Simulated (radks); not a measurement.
Results of a calculation; reference values are marked as such.
Spherical quantum dot in the effective-mass picture: electrons in a hard-walled sphere of radius 7.44, with a point charge +2 (a donor) at the centre, all in effective atomic units (hartree* = m*/eps^2 hartree, bohr* = eps/m* bohr), one dielectric constant everywhere. Level of theory: non-relativistic Kohn-Sham, LDA (Slater exchange, Perdew-Wang correlation), spin-polarised, spherical densities (a radial shooting solver with Libxc functionals). Levels are named by radial order and angular momentum (1s, 1p, 1d, 2s, ...), and open shells are averaged over m. Results are scaled to m* = 0.064 and eps = 6.5, for which hartree* = 41.22 meV and bohr* = 5.374 nm.

N = 23, configuration 1s2 1p6 1d10 2s2 1f(up 3, down 0). This is the lowest configuration that the search found. Occupied and some empty levels:

level,occupation,eigenvalue (meV),<r> (nm)
1s up,1,135.90,5.524
1s down,1,135.90,5.480
2s up,1,143.09,29.14
2s down,1,143.74,29.11
1p up,3,144.45,29.62
1p down,3,145.11,29.56
1d up,5,147.39,30.15
1d down,5,148.06,30.11
1f up,3,151.56,30.63
1f down,0,152.25,30.61
1g up,0,156.88,31.07
1g down,0,157.58,31.06
2p up,0,164.64,19.96
2p down,0,164.88,19.88
2d up,0,172.46,22.82
2d down,0,172.79,22.77

Energy (meV): total 1514.02, kinetic 428.52, external -591.92, Hartree 1918.4, exchange-correlation -241.00.

Electron density:

r (nm),n(r) (e/nm^3)
2.16,0.004833
5.14,0.0007206
8.12,0.0001325
11.1,0.00003180
14.1,0.00001720
17.1,0.00002432
20.1,0.00004412
23.0,0.00007665
26.0,0.0001182
29.0,0.0001522
32.0,0.0001477
35.0,0.00008871
38.0,0.00001757
